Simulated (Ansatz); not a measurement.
CH5ClO2Si2 can be A, `O=C[SiH](Cl)O[SiH3]`, or B, `O=C[SiH2][SiH](O)Cl`.

Program: Ansatz. Geometries: PBE0-D4/def2-TZVP. ΔE: electronic, gas phase. CCSD(T)/CBS is the MP2 limit (def2-TZVPP, def2-QZVPP) plus CCSD(T) − MP2 in def2-TZVPP, frozen cores. DFT in def2-TZVPP. B3LYP here is the variant with VWN-RPA as its local correlation; programs differ in this. Each species was taken in one conformer, which may not be the lowest.

(1) Which is lower in electronic energy at CCSD(T)/CBS, and by how much? (Estimate.)

(2) Give E(B) − E(A) in kcal/mol with PBE0-D4, B3LYP, B3LYP-D4, CCSD/def2-TZVPP, HF/def2-TZVPP, r2SCAN-D4, CCSD(T)/def2-TZVPP. (Best estimate.)

(3) Does the order hold for the free energy at 298.15 K (harmonic terms from PBE0-D4)? (Estimate.)

Largest T1 diagnostic: 0.014.

Results:

(1) Computed: A, by 27.8 kcal/mol.

(2) The calculation gave: PBE0-D4 23.0, B3LYP 26.4, B3LYP-D4 27.2, CCSD/def2-TZVPP 29.0, HF/def2-TZVPP 33.7, r2SCAN-D4 25.5, CCSD(T)/def2-TZVPP 28.1. None reverses the order clearly.

(3) Ansatz gave: Yes: G(B) − G(A) = +27.5 kcal/mol, for one conformer each. Modes under 60 cm⁻¹, often nearly free rotors, make the harmonic entropy too high.

Leaving LDA and LC-ωPBE aside and taking each functional with its dispersion term where it has one, the values, not all of them listed here, spread over 10.1 kcal/mol, from PBE-D4 to BHLYP-D4. LDA lies +1.5 kcal/mol from PBE without D4. In def2-TZVPP, CCSD(T) changes the Hartree–Fock value by −5.5 kcal/mol (the triples alone add −0.9 kcal/mol) and MP2 by −4.0 kcal/mol.
